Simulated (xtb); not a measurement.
ammonia borane (H$_{6}$BN), singlet, geometry from GFN2-xTB. Base run: xtb with GFN0-xTB.

Geometry (Å):
```xyz
8

B     -0.9149     0.1121    -0.0166
N      0.7309    -0.0896     0.0133
H     -1.3140    -0.6417    -0.8474
H     -1.0915     1.2550    -0.2997
H     -1.2900    -0.1605     1.0800
H      0.9339    -1.0529     0.2512
H      1.1201     0.5346     0.7096
H      1.1000     0.1319    -0.9035
```
Charge 0, spin multiplicity 1.
All else is at xtb's defaults.
Base energy -7.61508 Eh.

The base run was repeated with changes; each row names its change, and settings that it needs were set with it.

```csv
change,ΔE vs base (kJ/mol),HOMO-LUMO gap (eV)
base,0.00,7.35
etemp = 3000,0.00,7.35
acc = 30,0.00,7.35
etemp = 10000,-8.59,7.35
```
